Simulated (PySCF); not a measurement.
**IrS₂⁻: breathing scan**

All numbers come from PySCF, PBE0, basis Ir def2-SVPD with ECP60, S def2-SVPD (scalar-relativistic core potentials, no spin–orbit coupling, density fitting).

Rigid scan from the singlet minimum (Ir–S 2.099 Å (×2); S–Ir–S 159.7°). Coordinate: all bonds to the central atom scaled together. Energies in kJ/mol from the minimum.

```
scale of all bonds to the centre  E (kJ/mol)  dipole size (D, about the centre of mass)
                            0.88       284.3                                       0.00
                            0.92       109.2                                       0.10
                            0.96        23.7                                       0.23
                            1.00         0.0                                       0.38
                            1.04        18.0                                       0.55
                            1.08        63.1                                       0.71
                            1.14       160.0                                       0.96
                            1.22       311.6                                       1.28
                            1.35       554.3                                       1.74
```

At long bonds a restricted determinant can lie too high, and another spin state can fall below this curve.

Spin–orbit coupling, left out here, can matter for elements this heavy.
